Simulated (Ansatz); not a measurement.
`C[S][Zn][CH](C)C` + `OB(O)F` → `CC(C)OB(O)F` + `C[S][ZnH]`  (substitution at a C–Zn bond)

Computed with Ansatz on PBE0-D4/def2-TZVP structures; ΔE is electronic, products minus reactants. CBS: MP2 limit from def2 TZ/QZ plus the TZ coupled-cluster correction, frozen cores. DFT in def2-TZVPP. B3LYP here is the variant with VWN-RPA as its local correlation; programs differ in this. For Zn outer-core shells are correlated without core-valence functions, which leaves a few kJ/mol of doubt a bond. Scalar relativity is left out up to krypton. Each species was taken in one conformer, which may not be the lowest.

| level | ΔE (kJ/mol) | difference from CCSD(T)/CBS |
| --- | --- | --- |
| PBE-D4 | 31.7 | 0.0 |
| r2SCAN-D4 | 25.6 | -6.1 |
| PBE0-D4 | 28.0 | -3.7 |
| B3LYP-D4 | 23.1 | -8.6 |
| ωB97X-V | 17.8 | -13.9 |
| ωB97M-V | 21.7 | -10.0 |
| B2PLYP | 28.4 | -3.3 |
| PBE | 33.2 | 1.5 |
| r2SCAN | 25.9 | -5.8 |
| PBE0 | 29.2 | -2.5 |
| B3LYP | 25.2 | -6.5 |
| HF/def2-TZVPP | 4.3 | -27.4 |
| MP2/def2-TZVPP | 39.6 | 7.9 |
| SCS-MP2/def2-TZVPP | 31.4 | -0.3 |
| CCSD/def2-TZVPP | 25.3 | -6.4 |
| CCSD(T)/def2-TZVPP | 28.1 | -3.6 |
| HF/def2-QZVPP | 3.9 | -27.8 |
| MP2/def2-QZVPP | 41.6 | 9.9 |
| SCS-MP2/def2-QZVPP | 33.4 | 1.7 |
| HF/CBS(def2) | 3.8 | -27.9 |
| MP2/CBS(def2) | 43.3 | 11.6 |
| CCSD/CBS(def2) | 29.0 | -2.7 |
| CCSD(T)/CBS | 31.7 | 0 |

Largest T1 diagnostic among the species: 0.014.

In def2-TZVPP, CCSD(T) changes the Hartree–Fock value by +23.8 kJ/mol (the triples alone add +2.7 kJ/mol) and MP2 by +35.4 kJ/mol. From PBE to PBE0 (25 % exact exchange), in def2-TZVPP and without D4, ΔE moves by −4.0 kJ/mol.
